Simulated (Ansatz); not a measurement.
This geometry of FH + H4OSiZn (9 atoms, charge 0, multiplicity 1) is a first-order saddle point.

Level of theory: RKS PBE0-D4/def2-mTZVP (Ansatz 0.2.0).

```xyz
9
Properties=species:S:1:pos:R:3
Zn -0.730 -0.822 -0.222
Si 1.011 1.075 0.309
O -0.672 -2.606 -0.129
H -0.706 1.003 -0.301
F -1.858 0.734 -0.685
H 0.851 2.095 1.378
H 1.815 1.616 -0.817
H 1.773 -0.069 0.900
H -1.486 -3.025 -0.431
```

Q: Which two structures does it join? (They come from a converged band through this point; their orientation in space is the band's.)

A: Bonds broken: Zn1–Si2, H4–F5. Bonds formed: Zn1–F5, Si2–H4. FH + H4OSiZn becomes FHOZn + H4Si.

Image 0:

```xyz
9
Properties=species:S:1:pos:R:3
Zn -0.285 -1.048 0.363
Si 1.094 0.829 0.691
O -1.215 -2.575 0.308
H -0.676 1.089 -1.476
F -1.247 0.369 -1.638
H 0.885 1.537 1.984
H 0.762 1.846 -0.374
H 2.553 0.569 0.538
H -1.870 -2.616 -0.396
```

Image 8:

```xyz
9
Properties=species:S:1:pos:R:3
Zn -1.372 -0.770 -0.392
Si 1.211 1.112 0.357
O -1.102 -2.521 -0.308
H 0.574 -0.246 0.465
F -1.739 0.944 -0.533
H 0.490 2.054 1.241
H 1.185 1.536 -1.061
H 2.614 0.936 0.812
H -1.862 -3.046 -0.580
```

Q: How far does it lie above each of them?

A: 24.8 kcal/mol above the first and 31.3 kcal/mol above the second. This is the barrier of this one path; another mechanism may lie lower. The orbitals stay closed-shell, which can raise the energy where a bond breaks towards radicals; this wasn't checked here.

The run took 6.6 min on 2 threads of Arm Neoverse V1 (shared host), peak memory 0.27 GiB.
